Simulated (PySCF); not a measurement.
Compound: C7H10F (doublet state).
SMILES with atom numbers: `[CH3:1][C:2]1=[CH:3][C:4]([CH2:5][F:6])[CH2:7][CH2:8]1` (hydrogens: H9, H10, H11 on C1; H12 on C3; H13, H14 on C5; H15, H16 on C7; H17, H18 on C8)

Structure used (GFN2-xTB), in Å, numbered top down from 1:
```
atom  x, y, z in Å
C1     2.5158   -0.7784   -0.0350
C2     1.1361   -0.2638   -0.1986
C3    -0.0376   -0.9832   -0.1969
C4    -1.1347   -0.1640   -0.3822
C5    -2.5573   -0.5670   -0.4300
F6    -3.2791   -0.0036    0.6200
C7    -0.6932    1.2633   -0.5086
C8     0.8385    1.1937   -0.3925
H9     2.9937   -0.3310    0.8393
H10    3.1282   -0.5198   -0.9016
H11    2.5158   -1.8591    0.0831
H12   -0.0955   -2.0515   -0.0747
H13   -3.0578   -0.2099   -1.3410
H14   -2.6752   -1.6506   -0.3352
H15   -1.1360    1.8771    0.2804
H16   -1.0132    1.6927   -1.4625
H17    1.3323    1.5780   -1.2897
H18    1.2105    1.7836    0.4493
```

The hyperfine couplings belong to this conformer and change with its torsions.

The calculation used UKS B3LYP, pcH-1 on C F H, non-relativistic, mean-field spin-orbit, GIAO in PySCF. One conformer (not necessarily the lowest) at the GFN2-xTB geometry, without solvent, vibrations or thermal averaging. A GFN2-xTB geometry isn't a minimum of the functional, and hyperfine couplings can be far from their values at a DFT geometry. Stability of the SCF solution: not tested.

Computed for the main isotopes (class means, splittings of 0.05 mT or more): g = 2.0025; F6 19F +195.6 MHz (6.98 mT); H15/H16 1H +62.4 MHz (2.23 mT); H17/H18 1H +61.9 MHz (2.21 mT); H9/H10/H11 1H +44.0 MHz (1.57 mT); H13/H14 1H +21.3 MHz (0.76 mT); H12 1H +9.9 MHz (0.35 mT); 432 first-order lines, 22.43 mT wide. Two of these splittings differ by less than 0.03 mT, so with lines wider than that fewer lines would be seen.

**Question.** What changes when 1H at H17/H18 is replaced by 2H at both sites?

**Answer.** At a fixed geometry a is proportional to g_N: 0.85744/5.58569 = 0.1535, so a goes from +61.9 to +9.5 MHz (0.339 mT). The spin goes from 1/2 to 1, so the 1:2:1 triplet becomes a 1:2:3:2:1 quintet. The spectrum then has 720 first-order lines over 19.37 mT.

**Question.** Where do the 13C satellites of C4 appear, and how strong are they?

**Answer.** a = +55.0 MHz, or 1.96 mT in magnitude, and I = 1/2, so to first order each main line has two satellites, at ±0.98 mT. The isotope's abundance is about 1.07 %, shared among 2 lines, so each has 0.54 % of the main line's intensity.

**Question.** Give position and intensity of the satellites from 13C at C2.

**Answer.** a = +53.8 MHz, or 1.92 mT in magnitude, and I = 1/2, so to first order each main line has two satellites, at ±0.96 mT. The isotope's abundance is about 1.07 %, shared among 2 lines, so each has 0.54 % of the main line's intensity.

**Question.** Give position and intensity of the satellites from 13C at C3.

**Answer.** a = -44.4 MHz, or 1.59 mT in magnitude, and I = 1/2, so to first order each main line has two satellites, at ±0.79 mT. The isotope's abundance is about 1.07 %, shared among 2 lines, so each has 0.54 % of the main line's intensity.

Nuclei that the bonding pattern makes equivalent are averaged, as if the motion that swaps them (rotation, inversion, ring flip) were fast. The three 1H nuclei of mean +44.0 MHz run from 2.0 to 65.5 MHz in the frozen geometry. The 1H value of +21.3 MHz is a mean of couplings from 0.9 to 41.6 MHz in this one geometry, not an average over conformers.

On an Arm Neoverse V2 with one thread, shared host with 96 logical CPUs at a one-minute load of 47, this took 66 s wall (with the writing of density and orbital grids) and 0.96 GiB of memory at its peak.
